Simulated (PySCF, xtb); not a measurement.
H5NO3Ti, SMILES [NH2][Ti]([OH])([OH])[OH], multiplicity 1. Other conformers were not sampled.

Harmonic wavenumbers (cm⁻¹) from GFN2-xTB in xtb at its own minimum, in rising order: 50, 94, 120, 136, 150, 174, 178, 201, 249, 301, 354, 373, 392, 503, 531, 600, 618, 657, 1486, 3311, 3334, 3573, 3591, 3613.

Q: What does B3LYP-D3(BJ)/def2-SVP (PySCF) give at its own minimum? (An estimate is asked for; the answer gives what the named calculation found.)

A: 145, 166, 181, 196, 223, 242, 268, 275, 343, 386, 467, 474, 508, 528, 698, 746, 789, 801, 1483, 3531, 3631, 3873, 3878, 3883. Paired by order, the mean absolute difference is 131 cm⁻¹ and the zero-point energies are 35.2 and 39.6 kcal/mol.
